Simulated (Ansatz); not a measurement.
ClH3O2Sn, SMILES `[OH][SnH]([OH])[Cl]`, relaxed with RKS PBE-D4/def2-SVP in Ansatz 0.2.0 from a rough embedded geometry. The force threshold is 0.03 eV/Å; the program also tests the step.

Charge 0, multiplicity 1. Sn: def2 effective core potential.

Start:

```xyz
7

O    -1.062    0.605    1.166
Sn   -0.090   -0.253   -0.273
O     1.612   -0.883    0.449
Cl    0.365    1.248   -1.945
H    -1.918    0.999    0.719
H    -1.023   -1.607   -0.887
H     2.116   -0.109    0.770
```

Q: By how much does the energy fall, and how many steps does the optimiser take? (Estimate.)

A: Ansatz gave: 26.68 kJ/mol, in 15 steps, 4 of them rejected.

Q: Which bonds change most? (Best estimate.)

A: Computed: Sn2–Cl4 from 2.293 to 2.376 Å; O1–H5 from 1.043 to 0.979 Å; O1–Sn2 from 1.937 to 2.001 Å; Sn2–H6 from 1.755 to 1.715 Å.

Q: Give the relaxed structure. (Estimate.)

A: Ansatz gave: 
```xyz
7

O    -1.268    0.467    1.095
Sn   -0.149   -0.378   -0.333
O     1.622   -0.866    0.438
Cl    0.106    1.331   -1.964
H    -1.491    1.377    0.812
H    -0.809   -1.818   -0.989
H     1.989   -0.112    0.940
```
